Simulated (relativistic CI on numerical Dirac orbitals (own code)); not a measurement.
## One change at a time: Eu³⁵⁺

Base calculation: Dirac-Coulomb-Breit CI, separate exchange-only KLI orbitals for each configuration, QED by a radiative potential, unscaled Slater integrals.

Configurations in the expansion (outside the closed core [Ne]): 3s²3p⁶3d¹⁰, 3s²3p⁶3d⁹4s, 3s²3p⁶3d⁹4p, 3s²3p⁶3d⁹4d, 3s²3p⁵3d¹⁰4s, 3s²3p⁶3d⁹4f, 3s²3p⁵3d¹⁰4p, 3s²3p⁶3d⁸4s², 3s²3p⁶3d⁸4s4p, 3s²3p⁵3d¹⁰4d, 3s3p⁶3d¹⁰4s, 3s²3p⁶3d⁹5s, 3s²3p⁶3d⁸4p², 3s²3p⁶3d⁹5p, 3s²3p⁶3d⁸4s4d, 3s²3p⁵3d¹⁰4f. Levels of other configurations are missing.

The lowest level and the first level of each name with at least 55 % of one term (blank where a level has no safe partner in the second run):

| Level | Base (eV) | Shift (eV) |
| --- | --- | --- |
| 3s²3p⁶3d¹⁰ ¹S0 | 0.00 | 0.00 |
| 3s²3p⁶3d⁹4s ³D3 | 980.04 | -0.78 |
| 3s²3p⁶3d⁹4s ¹D2 | 981.49 | -0.78 |
| 3s²3p⁶3d⁹4s ³D1 | 1009.97 | -0.87 |
| 3s²3p⁶3d⁹4s ³D2 | 1010.96 | -0.87 |
| 3s²3p⁶3d⁹4p ³P°2 | 1051.54 | -0.08 |
| 3s²3p⁶3d⁹4p ³F°2 | 1081.60 | -0.16 |
| 3s²3p⁶3d⁹4p ³F°4 | 1095.19 | -0.14 |
| 3s²3p⁶3d⁹4p ¹P°1 | 1097.74 | -0.14 |
| 3s²3p⁶3d⁹4p ³D°3 | 1099.26 | -0.14 |
| 3s²3p⁶3d⁹4p ³P°0 | 1122.39 | -0.22 |
| 3s²3p⁶3d⁹4d ³S1 | 1204.76 | -0.03 |
| 3s²3p⁶3d⁹4d ¹P1 | 1216.13 | -0.06 |
| 3s²3p⁶3d⁹4d ³G5 | 1217.18 | -0.06 |

At this charge energies of transitions that change n are usually good to better than 1 %, and those within a shell (Δn = 0) to a few per cent.

Question: One thing was changed in a second run, which moved the levels as shown. Which?
A. Breit term removed
B. QED terms removed
C. configuration mixing switched off
D. non-relativistic limit

Answer: B. QED terms removed. QED shifts follow the density of s (and p1/2) electrons at the nucleus, so configurations move by their count of such electrons; where none moves, the smaller shifts of p3/2 electrons and of j = l + 1/2 against j = l − 1/2 set the pattern.

LS names give the leading component of a level, which can be under half, so a name can repeat, a term be missing and a line seem to break the LS rules.
